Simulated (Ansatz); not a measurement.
Name a neutral molecule of Cl, Ge, N and H with HOMO energy (PBE0/def2-TZVPP) between -8.25 and -7.95 eV and size of the dipole moment (PBE/def2-TZVPP) between 1.60 and 1.90 D (Ansatz, PBE0-D4/def2-TZVP geometry).

`[NH2][Ge]([NH2])([Cl])[Cl]` (-8.18 eV, 1.89 D). Other molecules can fit too; these were computed, each in one conformer that needn't be the lowest.
